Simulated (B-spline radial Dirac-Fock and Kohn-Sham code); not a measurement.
**Bi³⁸⁺: eigenvalues, ΔSCF and the reference**

System: the Bi³⁸⁺ ion, configuration 1s2 2s2 2p6 3s2 3p6 3d10 4s2 4p6 4d9.

The density-functional columns are spherical, spin-unpolarised Dirac-Kohn-Sham results without Breit or QED terms: −ε is minus the orbital energy of the initial state and ΔSCF the difference of two total energies. The reference in the last column comes from relaxed Dirac-Fock hole states (ΔSCF) with Breit and QED corrections and a finite nucleus. All numbers are from a radial finite-basis atomic code, in eV; a selection of levels is shown. For the 1s level of heavy atoms much of the gap between ΔSCF and the reference is the Breit and QED part, -516.0 eV here; for other levels the error of the functional can be larger.

| level | LDA −ε | LDA ΔSCF | Dirac-Fock |
| --- | --- | --- | --- |
| 1s | 91973.7 | 92655.3 | 92149.8 |
| 2s | 17826.6 | 17976.3 | 18028.9 |
| 2p1/2 | 17201.2 | 17387.7 | 17345.2 |
| 2p3/2 | 14885.4 | 15043.3 | 15053.6 |
| 3s | 5502.0 | 5562.5 | 5620.9 |
| 3p1/2 | 5220.4 | 5284.5 | 5318.0 |
| 3p3/2 | 4694.7 | 4753.4 | 4790.8 |
| 3d3/2 | 4232.9 | 4300.1 | 4304.7 |
| 4s | 2326.4 | 2358.4 | 2385.7 |
| 4p1/2 | 2203.1 | 2235.3 | 2249.9 |
| 4p3/2 | 2045.4 | 2075.7 | 2092.5 |
| 4d | 1827.4 | 1858.0 | 1856.4 |

Values without a named source are computed, but for edge energies of neutral atoms, which are taken from tables.
